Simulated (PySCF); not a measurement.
Vertical excitations of a molecule C2H3ClFNSi from PySCF 2.14.0 with TDA-PBE/def2-SVPD, as energy in eV (oscillator strength): 5.27 (0.002), 5.74 (0.037), 6.01 (0.001), 6.22 (0.015), 6.27 (0.004), 6.50 (0.021), 6.63 (0.001), 6.74 (0.025), 6.89 (0.013), 6.98 (0.033). Lowest triplet (TDA): 4.85 eV. Geometry: B3LYP-D3(BJ)/def2-SVP. One conformer was computed; it need not be the lowest.

Problem. Pick the molecule that these values belong to.
A. N#CC[Si@@H](F)Cl
B. C#C[Si@@](N)(F)Cl
C. N#C[C@H](F)[SiH2]Cl

Solution. B, C#C[Si@@](N)(F)Cl
